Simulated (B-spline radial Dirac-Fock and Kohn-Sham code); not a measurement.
Z = 34 (selenium), transition energy 26.1 keV. Calculated with an atomic code on a B-spline grid, using a Dirac-Hartree-Slater potential of the neutral atom with a Latter tail (no hole, which puts coefficients of high multipoles low close above an edge), finite nucleus with surface currents. Subshells that would emit electrons below 1 keV are left out.

Question: A pure transition shows α(K) = 4.20, L1/L2 = 15.1 and L1/L3 = 41.7. What is its multipolarity?
A. E3
B. M4
C. M2
D. M3
E. E1
F. E4
G. M1
H. E2

Answer: G. For comparison, α(K), L1/L2, L1/L3 are E1 3.51, 6.71, 3.84; E2 67.5, 0.491, 0.295; E3 987, 0.0497, 0.0308; E4 13900, 0.00519, 0.00326; M2 144, 9.95, 3.85; M3 2890, 6.66, 0.805; M4 52600, 4.87, 0.352.
